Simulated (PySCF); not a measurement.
## A composite method against measured constants

PySCF. The composite is CCSD(T) extrapolated to the basis-set limit from two correlation-consistent sets, with core-valence (CV) and scalar-relativistic (SR) terms as its label shows; it has no spin–orbit coupling and nothing beyond (T). Measured values: Huber and Herzberg, Constants of Diatomic Molecules (1979).

```tsv
molecule	composite	Re computed (Å)	Re measured (Å)	ωe computed (cm⁻¹)	ωe measured (cm⁻¹)
PN	CCSD(T)/CBS(TQ)+CV+SR	1.4900	1.490866	1351.4	1337.24
SnS	CCSD(T)/CBS(DT)+CV	2.2118	2.209026	488.3	487.26
CuF	CCSD(T)/CBS(TQ)+CV	1.7436	1.74493	623.7	622.65
CaS	CCSD(T)/CBS(DT)+CV	2.3280	2.3178	455.2	462.23
N2	CCSD(T)/CBS(TQ)+CV+SR	1.0970	1.097685	2371.0	2358.57
SrS	CCSD(T)/CBS(DT)+CV	2.4505	2.4405	382.8	388.38
Li2	CCSD(T)/CBS(TQ)+CV+SR	2.6778	2.6729	350.8	351.43
CS	CCSD(T)/CBS(TQ)+CV+SR	1.5351	1.534941	1291.9	1285.08
```

Q: Give the mean absolute errors, and the molecules missed most.

A: Re 3.9 mÅ, most for CaS (+10.2 mÅ); ωe 6.1 cm⁻¹, most for PN (+14.2 cm⁻¹).

The molecules are drawn from runs that passed checks on state, spin purity and fit, so the hardest cases are missing and the errors look smaller than over all diatomics.

Correlated steps freeze the inner cores (2 to 19 orbitals); shallow outer-core shells are correlated. Spin–orbit coupling is left out. The CCSD T1 diagnostic is raised in CS, CaS, CuF, SnS, SrS, a sign that a single reference may not be enough there.
